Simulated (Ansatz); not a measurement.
Relaxation of CH₆OSZn (10 atoms, charge 0, multiplicity 1), to a largest force component of 0.03 eV/Å in at most 50 steps.

Theory: RKS B3LYP-D4/def2-SVP (Ansatz 0.2.0).

```xyz
10
Properties=species:S:1:pos:R:3:forces:R:3
Zn 0.353 0.668 0.518 -0.14 0.09 -0.36
S 0.218 2.365 -0.965 -0.04 -0.27 0.18
C 0.497 -0.711 1.892 -0.02 0.06 -0.14
H -0.934 0.295 -2.171 0.05 0.07 0.05
O -0.990 -0.665 -2.027 0.09 0.09 0.17
H 1.212 1.824 -1.710 0.05 0.01 -0.03
H 1.558 -0.941 2.076 0.01 -0.03 0.05
H 0.036 -0.379 2.834 0.01 -0.01 0.04
H -0.009 -1.627 1.548 0.02 0.00 0.02
H -1.942 -0.830 -1.995 -0.02 -0.02 0.01
```

Task: Where does it end, and by what steps?

Result: The run converged. After 7 steps the energy has fallen by 0.266 eV; H10 moved furthest, 0.53 Å. Joined: Zn1–O5 (3.17 → 2.23 Å).

```csv
step,energy less start (eV),largest force component (eV/Å),accepted
0,0.0000,0.362,yes
1,-0.0717,0.767,yes
2,-0.1692,0.838,yes
3,-0.2360,0.471,yes
4,-0.2300,1.259,no
5,-0.2592,0.258,yes
6,-0.2640,0.125,yes
7,-0.2657,0.022,yes
```

```xyz
10
Properties=species:S:1:pos:R:3
Zn 0.186 0.453 0.172
S 0.194 2.354 -1.087
C 0.394 -0.753 1.705
H -0.893 0.346 -2.015
O -0.817 -0.522 -1.568
H 1.331 1.996 -1.733
H 1.459 -0.922 1.932
H -0.074 -0.334 2.611
H -0.067 -1.733 1.500
H -1.713 -0.886 -1.518
```

Run time: 17 s on 2 threads of Intel(R) Xeon(R) 6975P-C (Granite Rapids), on a shared host, peak memory 0.27 GiB.
